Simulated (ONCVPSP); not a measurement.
## tantalum: one change to an ONCV potential, before and after

| Quantity | Value |
| --- | --- |
| Element | tantalum (Ta) |
| Generator | ONCVPSP 4.0.1 |
| Type | optimised norm-conserving Vanderbilt (ONCV) |
| Functional | PBE |
| Relativity | scalar-relativistic |
| Frozen core | [Kr] 4d10 4f14 5s2 |
| Valence charge | 11 |
| Reference configuration | 5p6 5d3 6s2 |
| Partial waves | 6s: rc 2.90 bohr, ncon 3, nbas 6, qcut 1.8 1/bohr, 1 projector; 5p: rc 1.50 bohr, ncon 4, nbas 7, qcut 6.1 1/bohr, 2 projectors, debl 0.6 Ha; 5d: rc 2.40 bohr, ncon 5, nbas 10, qcut 5.7 1/bohr, 3 projectors, debl 2.7 Ha |
| Local potential | polynomial inside 1.10 bohr (lpopt 5, dvloc0 6 Ha) |
| Core correction | Teter function, fcfact 4.5, rcfact 1.05 |

In the p channel the program set the typed energies aside and used -1.448, 0.250 Ha.

All-electron outer shells of the reference configuration (PBE, scalar-relativistic, ld1.x):

```
shell  level (eV)  outermost node (bohr)  outermost maximum (bohr)
   5p      -39.40                   0.58                      1.13
   4f      -24.70                      –                      0.44
   6s       -5.44                   1.32                      2.78
   5d       -3.59                   0.65                      1.58
```

Change: all radii but the core radius scaled by about 1.31 (s 3.80, p 1.96, d 3.14 bohr); local potential polynomial inside 1.44 bohr (lpopt 5, dvloc0 6 Ha).

Cutoffs: the cutoffs (Ha) at which the residual kinetic energy of the hardest occupied pseudo-wave falls to 1 and 0.1 mHa per electron; they do not see the model core or the augmentation charge, which bear on the density cutoff. Errors are all-electron minus pseudo energies relative to the spin-unpolarised reference configuration.

Question: Predict the effect on cutoff, ghosts and configuration errors.

Answer: The potential gets softer (30 Ha and 63 Ha → 11 Ha and 12 Ha); both files keep a bound ghost (s); the number of tests with a reliable result goes from 4 to 3; of the 3 tests that both files solve, the error grows in 3 and shrinks in 0 by more than 15 % and 0.3 meV (median size 6.1 → 51.2 meV). A larger radius leaves more room for a smooth pseudo-wave, so fewer plane waves are needed. More of the atom is replaced by a form fitted at one configuration, so other configurations suffer.

| quantity | base | changed |
| --- | --- | --- |
| cutoff, loose | 30 Ha | 11 Ha |
| cutoff, tight | 63 Ha | 12 Ha |
| loose cutoff by channel | s 7.6 Ha, p 30 Ha, d 12 Ha | s 1.6 Ha, p 11 Ha, d 10 Ha |
| bound ghosts | s | s |
| GHOST(+) flags under 300 eV | none | none |
| tests with a reliable result | 4 of 4 | 3 of 4 |
| error for 5p6 5d3 6s1, meV [ΔE 8.47 eV] | 0.0 | -27 |
| error for 5p6 5d3 6s0, meV [ΔE 23.44 eV] | -10 | -184 |
| error for 5p6 5d4 6s1, meV [ΔE 2.09 eV] | +6.1 | +51 |
| rms error of d²Exc/dni dnj with the model core, mHa | 3.12 | 3.21 |

 A true bound ghost makes a file unfit for plane-wave use even where its test errors are small: the radial tests pick states by their node count and pass the ghost by.
